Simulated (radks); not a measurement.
Results of a calculation; reference values are marked as such.
Problem. These are the eigenvalues of the occupied orbitals of an atom or ion with whole-number occupations (hartree). Code: a radial shooting solver on a logarithmic mesh with Libxc functionals. Model: Dirac Kohn-Sham, PBE, spin-unpolarised, spherical densities, finite nucleus; Fermi nuclear charge, rms radius of each element as measured or else 0.836 A^(1/3) + 0.57 fm.

orbital  eigenvalue
1s1/2     -3232.445
2s1/2     -578.9517
2p1/2     -556.2961
2p3/2     -475.8407
3s1/2     -140.1215
3p1/2     -129.8384
3p3/2     -111.8881
3d3/2     -94.89135
3d5/2     -91.07096
4s1/2     -32.89891
4p1/2     -28.43692
4p3/2     -24.04283
4d3/2     -16.75179
4d5/2     -15.93146
5s1/2      -6.79477
4f5/2      -6.49445
4f7/2      -6.30948
5p1/2      -5.27046
5p3/2      -4.44748
5d3/2      -2.32492
5d5/2      -2.22479

Which element is it, and in what charge state? The configuration may be excited. Open shells, if any, fill j = l - 1/2 first.

Solution. Z = 82, lead, charge +4: Pb4+ in [Xe] 4f14 5d10. The list shows which subshells hold electrons but not how many an open one holds; the 1s level, -3232.4 hartree, gives Z - s = 80.4 by -(Z - s)^2/2, which with screening and relativity narrows Z to a few neighbours, and the depths of the outer levels then fix element, charge and occupations together.
